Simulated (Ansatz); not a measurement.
Reaction (formal exchange of groups at the Si–Ge bond): `[OH][GeH]([F])[SiH2]Cl` + `[F][AlH2]` → `[F][AlH][SiH2]Cl` + `[OH][GeH2][F]`

Calculated with Ansatz (gas phase, PBE0-D4/def2-TZVP geometries, no zero-point term in ΔE). CCSD(T)/CBS is the MP2 limit (def2-TZVPP, def2-QZVPP) plus CCSD(T) − MP2 in def2-TZVPP, frozen cores. This one scheme is used for every species. Functionals use def2-TZVPP. For Ge outer-core shells are correlated without core-valence functions, which leaves a few kJ/mol of doubt a bond. Scalar relativity is left out up to krypton. Each species was taken in one conformer, which may not be the lowest.

```json
{"species": "`[OH][GeH]([F])[SiH2]Cl`", "B2PLYP energy (Eh)": "-3003.67281"}
{"species": "`[F][AlH2]`", "B2PLYP energy (Eh)": "-343.41532"}
{"species": "`[F][AlH][SiH2]Cl`", "B2PLYP energy (Eh)": "-1093.53921"}
{"species": "`[OH][GeH2][F]`", "B2PLYP energy (Eh)": "-2253.54631"}
```

Question: Work out ΔE.

Answer: ΔE = (-1093.53921) + (-2253.54631) − (-3003.67281) − (-343.41532) = 0.00261 Eh = +1.6 kcal/mol. CCSD(T)/CBS gives +1.8 kcal/mol.

Largest T1 diagnostic among the species: 0.012.

The D4 term adds +1.4 kcal/mol with B3LYP and +0.8 kcal/mol with PBE0; it sums over pairs of atoms, weighted by their polarisabilities, and B3LYP, whose exchange is more repulsive, gets the larger term. In def2-TZVPP, CCSD(T) changes the Hartree–Fock value by +1.4 kcal/mol (the triples alone add +0.3 kcal/mol) and MP2 by +2.3 kcal/mol.

B3LYP here is the variant with VWN-RPA as its local correlation; programs differ in this.
